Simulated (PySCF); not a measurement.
## Technetium: a sound run and one with changed settings

Sound run: Tc²⁺ [Kr] 4d5, Tc³⁺ [Kr] 4d4. All numbers are calculated (PySCF 2.14, a scalar-relativistic core potential, in def2-SVP with the def2 core potential (28 electrons)). In the sound run the correlated levels freeze 4s2 4p6 outside the core potential. The sound run starts from symmetry-adapted Hartree-Fock orbitals and uses a fine grid where one is needed.

Changed run: all electrons correlated in a basis built for the valence shell.

```json
{"species": "Tc²⁺", "method": "MP2", "sound run (hartree)": "-79.40014", "changed run (hartree)": "-79.53742", "converged": "yes"}
{"species": "Tc³⁺", "method": "MP2", "sound run (hartree)": "-78.31689", "changed run (hartree)": "-78.45128", "converged": "yes"}
```

Ionisation energy of Tc²⁺:

```json
{"method": "UHF", "sound run (eV)": "29.056", "changed run (eV)": "29.056"}
{"method": "MP2", "sound run (eV)": "29.477", "changed run (eV)": "29.555"}
{"method": "SCS-MP2", "sound run (eV)": "29.196", "changed run (eV)": "29.348"}
```

A valence basis has no tight correlating functions, so it recovers only part of the core correlation, and not evenly between atom and ion.

For comparison, NIST gives 29.55 eV between the lowest levels.
